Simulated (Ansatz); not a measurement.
`CB1OC1C` + H₂ → `CC1BO1` + CH₄ at 400 K and 1 bar (hydrogenolysis of a B–C bond).

Isolated molecules relaxed with PBE0-D4/def2-TZVP in Ansatz; ΔE leaves out vibrations. CCSD(T)/CBS adds triple-zeta CCSD(T) − MP2 to the extrapolated MP2 energy (def2 sets, frozen cores). This one scheme is used for every species.

```csv
species,CCSD(T)/CBS energy (Eh),H − E (kJ/mol),S (J/(mol·K))
`CB1OC1C`,-218.34969,289.6,356.4
H₂,-1.17544,38.0,139.0
`CC1BO1`,-179.06768,207.6,304.5
CH₄,-40.46206,131.3,197.2
```

H − E and S are ideal-gas, rigid-rotor, harmonic terms from PBE0-D4/def2-TZVP, for one conformer and one mirror image of each species. For small species the MP2-based limit differs from directly extrapolated CCSD(T) by up to some mEh (0.8 for H₂); such offsets cancel only in part. 1 Eh = 2625.50 kJ/mol, R = 8.31446 J/(mol·K).

Q: By hand: ΔE, ΔH, ΔS and ΔG.

A: ΔE = (-179.06768) + (-40.46206) − (-218.34969) − (-1.17544) = -0.00461 Eh = -12.1 kJ/mol. Δ(H − E) = 207.6 + 131.3 − 289.6 − 38.0 = 11.3, so ΔH = -0.8 kJ/mol. ΔS = 304.5 + 197.2 − 356.4 − 139.0 = 6.3 J/(mol·K). ΔG = -0.8 − 400 × (6.3)/1000 = -3.3 kJ/mol.

Q: By hand: the equilibrium constant, and the temperature at which ΔG would vanish if ΔH and ΔS stayed fixed.

A: log₁₀ K = −ΔG/(RT ln 10) = 0.4. ΔH and −TΔS have one sign here, so there is no such temperature.

TΔS isn't small against ΔH here. The sign of ΔG lies within the doubt. A doubt of 5 kJ/mol in ΔE shifts log₁₀ K by 0.7 here. Other conformers and mirror images would add mixing entropy, several J/(mol·K) or more a flexible species. These are equilibria of isolated gas molecules and say nothing of rates. Largest T1 diagnostic: 0.015 (customary marks: 0.02 for closed shells, 0.045 for open ones).

ΔS is within the doubt of such terms, so its sign, and with it that verdict, could turn.
